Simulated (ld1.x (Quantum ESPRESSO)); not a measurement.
## Pseudopotential generation for arsenic: RRKJ, LDA (PZ), scalar-relativistic.

ld1.x (Quantum ESPRESSO) 7.5 was run on this input:

```
&input
   title='As', zed=33., rel=1, dft='PZ', iswitch=3,
   config='[Ar] 3d10 4s2 4p3',
   nld=3, rlderiv=2.20, eminld=-5.0, emaxld=5.0, deld=0.02
 /
 &inputp
   pseudotype=2, tm=.false., rho0=0.02, lloc=1,
   nlcc=.true.,
   file_pseudopw='As.UPF', file_wfcaegen='ae.wfc', file_wfcncgen='nc.wfc', file_beta='beta', file_chi='chi'
 /
3
4S  1  0   2.00   0.00  1.55  1.55  0.0
3D  3  2  10.00   0.00  0.60  0.60  0.0
4P  2  1   3.00   0.00  2.00  2.00  0.0
 &test
   configts(1)='3d10 4s2 4p3'
 /
```

Command:

```bash
ld1.x < As.in > As.out
```

Output (shortened: banner, matrices, multipoles, cross overlaps and the repeated all-electron block are left out):

```
Program LD1 v.7.5
     --------------------------- All-electron run ----------------------------

     As
     scalar relativistic calculation

     atomic number is 33.00
     dft =PZ   lsd =0 sic =0 latt =0  beta=0.20 tr2=1.0E-14
     Exchange-correlation= PZ
                           (   1   1   0   0   0   0   0)
     mesh =1209 r(mesh) =  99.83237 a.u. xmin = -7.00 dx = 0.01250
     1 Ry =  13.60569312 eV, c = 137.03599908

     n l     nl                  e(Ry)          e(Ha)          e(eV)
     1 0     1S 1( 2.00)      -859.8456      -429.9228    -11698.7957
     2 0     2S 1( 2.00)      -109.0973       -54.5486     -1484.3438
     2 1     2P 1( 6.00)       -95.7674       -47.8837     -1302.9813
     3 0     3S 1( 2.00)       -13.9278        -6.9639      -189.4976
     3 1     3P 1( 6.00)        -9.8057        -4.9028      -133.4130
     3 2     3D 1(10.00)        -3.0056        -1.5028       -40.8935
     4 0     4S 1( 2.00)        -1.0806        -0.5403       -14.7027
     4 1     4P 1( 3.00)        -0.3930        -0.1965        -5.3475

     final scf error:  7.8E-15 reached in  28 iterations

     Etot =   -4515.501452 Ry,   -2257.750726 Ha,  -61436.527055 eV

     Ekin =    4600.780690 Ry,    2300.390345 Ha,   62596.810194 eV
     Encl =  -10890.482353 Ry,   -5445.241176 Ha, -148172.560854 eV
     Eh   =    1935.205793 Ry,     967.602896 Ha,   26329.816144 eV
     Exc  =    -161.005582 Ry,     -80.502791 Ha,   -2190.592539 eV

     normalization and overlap integrals

     s(1S/1S) =  1.000000  <r> =   0.0456  <r2> =    0.0028  r(max) =   0.0299
     s(2S/2S) =  1.000000  <r> =   0.2031  <r2> =    0.0486  r(max) =   0.1701
     s(2P/2P) =  1.000000  <r> =   0.1774  <r2> =    0.0385  r(max) =   0.1358
     s(3S/3S) =  1.000000  <r> =   0.5995  <r2> =    0.4144  r(max) =   0.5239
     s(3P/3P) =  1.000000  <r> =   0.6180  <r2> =    0.4492  r(max) =   0.5239
     s(3D/3D) =  1.000000  <r> =   0.6789  <r2> =    0.5836  r(max) =   0.4740
     s(4S/4S) =  1.000000  <r> =   1.9315  <r2> =    4.3058  r(max) =   1.6136
     s(4P/4P) =  1.000000  <r> =   2.5451  <r2> =    7.6983  r(max) =   1.9709

     ------------------------ End of All-electron run ------------------------

     --------------------- Generating NC pseudopotential ---------------------

      Generating local pot.: lloc=1, matching radius rcloc =   2.0000

      Computing core charge for nlcc:

       r > 0.28 : true rho core
       r < 0.28 : rho core = a sin(br)/r    a=  98.04  b=   8.89

      Integrated core pseudo-charge :  11.73

      Wfc   4S  rcut= 1.535  Estimated cut-off energy=       18.53 Ry
      Using 4 Bessel functions for this wfc, rho(0) = 0.020
      This function has    0 nodes for 0 < r <    1.535

      Wfc   3D  rcut= 0.594  Estimated cut-off energy=      656.35 Ry
      This function has    0 nodes for 0 < r <    0.594

     ------------------- End of pseudopotential generation -------------------

     Computing logarithmic derivative in   2.19189
     Computing logarithmic derivative in   2.19189
     Computing the partial wave expansion
     R is outside the sphere for l=    0 j= 0.00
       no projector for channel:   1
     R is outside the sphere for l=    2 j= 0.00

     ---------------------- Testing the pseudopotential ----------------------

     As
     scalar relativistic calculation

     atomic number is 33.00   valence charge is 15.00
     dft =PZ   lsd =0 sic =0 latt =0  beta=0.20 tr2=1.0E-14
     mesh =1209 r(mesh) =  99.83237 xmin = -7.00 dx = 0.01250

     n l     nl             e AE (Ry)        e PS (Ry)    De AE-PS (Ry)
     3 2     3D   1(10.00)       -3.00561       -3.00561       -0.00000
     1 0     4S   1( 2.00)       -1.08063       -1.08063        0.00000
     2 1     4P   1( 3.00)       -0.39303       -0.39303        0.00000

     eps = 8.8E-15  iter = 22

     Etot =   -4515.501452 Ry,   -2257.750726 Ha,  -61436.527055 eV
     Etotps =  -262.140136 Ry,    -131.070068 Ha,   -3566.598249 eV

     Ekin =     323.380442 Ry,     161.690221 Ha,    4399.815052 eV
     Encl =    -371.494900 Ry,    -185.747450 Ha,   -5054.445610 eV
     Ehrt =     196.321877 Ry,      98.160939 Ha,    2671.095213 eV
     Ecxc =     -73.436706 Ry,     -36.718353 Ha,    -999.157291 eV
     (Ecc =     -36.610318 Ry,     -18.305159 Ha,    -498.108753 eV)
     Epseu=    -336.910848 Ry,    -168.455424 Ha,   -4583.905614 eV

     ---------------------- End of pseudopotential test ----------------------
```

Note: ghost state, extra bound levels that the all-electron valence spectrum of the same l lacks: s at -878.5 eV. A true bound ghost makes a file unfit for plane-wave use.

Generation and configuration tests took about 1.4 s on one core of a shared server CPU.

Transferability test of the new file with ld1.x, input:

```
&input
   title='As', zed=33., rel=1, dft='PZ', iswitch=2,
   config='[Ar] 3d10 4s2 4p3'
 /
 &test
   file_pseudo='As.UPF', nconf=10,
   configts(1)='3d10 4s2 4p3',
   configts(2)='3d10 4s2 4p2',
   configts(3)='3d10 4s2 4p1',
   configts(4)='3d10 4s2 4p0',
   configts(5)='3d9 4s2 4p4',
   configts(6)='3d10 4s2 4p2.5',
   configts(7)='3d10 4s2 4p3.3',
   configts(8)='3d10 4s0 4p5',
   configts(9)='3d10 4s2 4p3', lsdts(9)=1,
   configts(10)='3d10 4s2 4p2', lsdts(10)=1
 /
```

```bash
ld1.x < As.test.in > As.test.out
```

Pseudopotential blocks of its output, shortened (energy terms left out; the distinct warnings before each block abridged to one line each):

```
     Warning: n=3, l=2 expected 0 nodes, found 1
     ---------------------- Testing the pseudopotential ----------------------

     n l     nl             e AE (Ry)        e PS (Ry)    De AE-PS (Ry)
     3 2     3D   1(10.00)       -3.00561       -3.00561       -0.00000
     1 0     4S   1( 2.00)       -1.08063       -1.08063        0.00000
     2 1     4P   1( 3.00)       -0.39303       -0.39303        0.00000

     eps = 8.1E-15  iter = 24

     Etot =   -4515.501452 Ry,   -2257.750726 Ha,  -61436.527055 eV
     Etotps =  -262.140134 Ry,    -131.070067 Ha,   -3566.598221 eV

     ---------------------- End of pseudopotential test ----------------------

          ---------------------- Testing the pseudopotential ----------------------

     n l     nl             e AE (Ry)        e PS (Ry)    De AE-PS (Ry)
     3 2     3D   1(10.00)       -3.72460       -3.72079       -0.00381
     1 0     4S   1( 2.00)       -1.73510       -1.73502       -0.00008
     2 1     4P   1( 2.00)       -0.99552       -0.99550       -0.00001

     eps = 9.5E-15  iter = 20

     Etot =   -4514.816057 Ry,   -2257.408029 Ha,  -61427.201784 eV
     Etotps =  -261.454659 Ry,    -130.727330 Ha,   -3557.271859 eV
     dEtot_ae =       0.685395 Ry
     dEtot_ps =       0.685475 Ry,   Delta E=      -0.000080 Ry

     ---------------------- End of pseudopotential test ----------------------

          ---------------------- Testing the pseudopotential ----------------------

     n l     nl             e AE (Ry)        e PS (Ry)    De AE-PS (Ry)
     3 2     3D   1(10.00)       -4.57524       -4.56602       -0.00923  !
     1 0     4S   1( 2.00)       -2.48256       -2.48282        0.00026
     2 1     4P   1( 1.00)       -1.68735       -1.68788        0.00053

     eps = 5.1E-15  iter = 15

     Etot =   -4513.481142 Ry,   -2256.740571 Ha,  -61409.039328 eV
     Etotps =  -260.119369 Ry,    -130.059684 Ha,   -3539.104308 eV
     dEtot_ae =       2.020311 Ry
     dEtot_ps =       2.020765 Ry,   Delta E=      -0.000455 Ry

     ---------------------- End of pseudopotential test ----------------------

          ---------------------- Testing the pseudopotential ----------------------

     n l     nl             e AE (Ry)        e PS (Ry)    De AE-PS (Ry)
     3 2     3D   1(10.00)       -5.53221       -5.51772       -0.01449  !
     1 0     4S   1( 2.00)       -3.29733       -3.29918        0.00185
     2 1     4P   1( 0.00)       -2.44402       -2.44683        0.00281

     eps = 5.4E-16  iter = 12

     Etot =   -4511.420230 Ry,   -2255.710115 Ha,  -61380.999204 eV
     Etotps =  -258.056713 Ry,    -129.028356 Ha,   -3511.040445 eV
     dEtot_ae =       4.081222 Ry
     dEtot_ps =       4.083421 Ry,   Delta E=      -0.002199 Ry

     ---------------------- End of pseudopotential test ----------------------

          ---------------------- Testing the pseudopotential ----------------------

     n l     nl             e AE (Ry)        e PS (Ry)    De AE-PS (Ry)
     3 2     3D   1( 9.00)       -3.79180       -3.98663        0.19482  !
     1 0     4S   1( 2.00)       -1.24504       -1.24143       -0.00361
     2 1     4P   1( 4.00)       -0.48557       -0.48277       -0.00280

     eps = 9.4E-15  iter = 22

     Etot =   -4512.546295 Ry,   -2256.273147 Ha,  -61396.320092 eV
     Etotps =  -259.088051 Ry,    -129.544025 Ha,   -3525.072513 eV
     dEtot_ae =       2.955157 Ry
     dEtot_ps =       3.052083 Ry,   Delta E=      -0.096926 Ry

     ---------------------- End of pseudopotential test ----------------------

          ---------------------- Testing the pseudopotential ----------------------

     n l     nl             e AE (Ry)        e PS (Ry)    De AE-PS (Ry)
     3 2     3D   1(10.00)       -3.34633       -3.34470       -0.00163
     1 0     4S   1( 2.00)       -1.39404       -1.39398       -0.00006
     2 1     4P   1( 2.50)       -0.68113       -0.68110       -0.00003

     eps = 1.4E-15  iter = 23

     Etot =   -4515.234160 Ry,   -2257.617080 Ha,  -61432.890360 eV
     Etotps =  -261.872809 Ry,    -130.936405 Ha,   -3562.961081 eV
     dEtot_ae =       0.267292 Ry
     dEtot_ps =       0.267325 Ry,   Delta E=      -0.000033 Ry

     ---------------------- End of pseudopotential test ----------------------

          ---------------------- Testing the pseudopotential ----------------------

     n l     nl             e AE (Ry)        e PS (Ry)    De AE-PS (Ry)
     3 2     3D   1(10.00)       -2.82242       -2.82309        0.00068
     1 0     4S   1( 2.00)       -0.90892       -0.90896        0.00004
     2 1     4P   1( 3.30)       -0.23542       -0.23544        0.00002

     eps = 9.4E-15  iter = 26

     Etot =   -4515.595388 Ry,   -2257.797694 Ha,  -61437.805118 eV
     Etotps =  -262.234081 Ry,    -131.117041 Ha,   -3567.876439 eV
     dEtot_ae =      -0.093936 Ry
     dEtot_ps =      -0.093947 Ry,   Delta E=       0.000011 Ry

     ---------------------- End of pseudopotential test ----------------------

          ---------------------- Testing the pseudopotential ----------------------

     n l     nl             e AE (Ry)        e PS (Ry)    De AE-PS (Ry)
     3 2     3D   1(10.00)       -3.23848       -3.23838       -0.00009
     1 0     4S   1( 0.00)       -1.20546       -1.20497       -0.00049
     2 1     4P   1( 5.00)       -0.48248       -0.48217       -0.00031

     eps = 6.2E-15  iter = 25

     Etot =   -4514.089864 Ry,   -2257.044932 Ha,  -61417.321426 eV
     Etotps =  -260.728525 Ry,    -130.364263 Ha,   -3547.392300 eV
     dEtot_ae =       1.411588 Ry
     dEtot_ps =       1.411609 Ry,   Delta E=      -0.000021 Ry

     ---------------------- End of pseudopotential test ----------------------

          ---------------------- Testing the pseudopotential ----------------------

     n l     nl             e AE (Ry)        e PS (Ry)    De AE-PS (Ry)
     3 2     3D   1( 5.00)       -2.99224       -2.99121       -0.00103
     1 0     4S   1( 1.00)       -1.12438       -1.12489        0.00051
     2 1     4P   1( 3.00)       -0.43605       -0.43625        0.00020
     3 2     3D   2( 5.00)       -2.97119       -2.97329        0.00210
     1 0     4S   2( 1.00)       -0.98387       -0.98311       -0.00076
     2 1     4P   2( 0.00)       -0.30100       -0.30065       -0.00036

     eps = 5.4E-15  iter = 23

     Etot =   -4515.598786 Ry,   -2257.799393 Ha,  -61437.851342 eV
     Etotps =  -262.237919 Ry,    -131.118960 Ha,   -3567.928656 eV
     dEtot_ae =      -0.097333 Ry
     dEtot_ps =      -0.097785 Ry,   Delta E=       0.000452 Ry

     ---------------------- End of pseudopotential test ----------------------

          ---------------------- Testing the pseudopotential ----------------------

     n l     nl             e AE (Ry)        e PS (Ry)    De AE-PS (Ry)
     3 2     3D   1( 5.00)       -3.72340       -3.71878       -0.00463
     1 0     4S   1( 1.00)       -1.77809       -1.77854        0.00045
     2 1     4P   1( 2.00)       -1.03791       -1.03813        0.00021
     3 2     3D   2( 5.00)       -3.70633       -3.70411       -0.00222
     1 0     4S   2( 1.00)       -1.66686       -1.66625       -0.00060
     2 1     4P   2( 0.00)       -0.92785       -0.92766       -0.00019

     eps = 5.5E-15  iter = 20

     Etot =   -4514.869607 Ry,   -2257.434803 Ha,  -61427.930360 eV
     Etotps =  -261.508440 Ry,    -130.754220 Ha,   -3558.003583 eV
     dEtot_ae =       0.631845 Ry
     dEtot_ps =       0.631694 Ry,   Delta E=       0.000151 Ry

     ---------------------- End of pseudopotential test ----------------------
```
